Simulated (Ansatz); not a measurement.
A cut through the energy surface

BHICl (SMILES ClBI), singlet, at its PBE0-D4/def2-TZVP minimum:

```xyz
4
angstrom
Cl -1.6296 -0.5407 0.1229
B -0.0541 0.1260 -0.1176
I 1.6546 -0.7360 0.7689
H 0.0847 1.0904 -0.7945
```

The angle H4–B2–Cl1 (120.0° at the minimum) is set to the values below, H4, with anything bonded beyond it, turning rigidly in the plane of the angle. Each method's energies count from its own value at the PBE0-D4 minimum structure. Program: Ansatz 0.2.0. Basis: def2-TZVPP. Cores are frozen in the correlated methods. Filled d shells of the heavier atoms are correlated. Core potentials replace the inner electrons of the atoms past krypton. The def2 sets are not built for correlating such inner shells, so the correlated values are less sure here.

CCSD(T) energies along the scan:
| angle (°) | CCSD(T) (kcal/mol) |
| --- | --- |
| 102.0 | 6.10 |
| 106.5 | 3.38 |
| 111.0 | 1.47 |
| 115.5 | 0.35 |
| 120.0 | 0.00 |
| 124.5 | 0.40 |
| 129.0 | 1.54 |
| 133.5 | 3.43 |
| 138.0 | 6.08 |
They count from the CCSD(T) energy at the PBE0-D4 minimum.

Minimum and curvature along this coordinate at CCSD(T): A fifth-order fit through the nearest points gives 119.8°, with a curvature of about 1.6 meV/deg².

Largest difference from the CCSD(T) curve over the scan: PBE-D4 0.68; r2SCAN-D4 0.29; PBE0-D4 0.34; wB97M-V 0.21 kcal/mol. Each curve counts from its own value at the minimum.

The T1 diagnostic stays at or below 0.012.

For scale, one of the runs: CCSD(T)/def2-TZVPP, 137 basis functions (an equivalent command: `ansatz run in.yaml --threads 2`). The run took 22 s on 2 CPU threads (shared host), with 0.84 GiB of host memory at its peak.
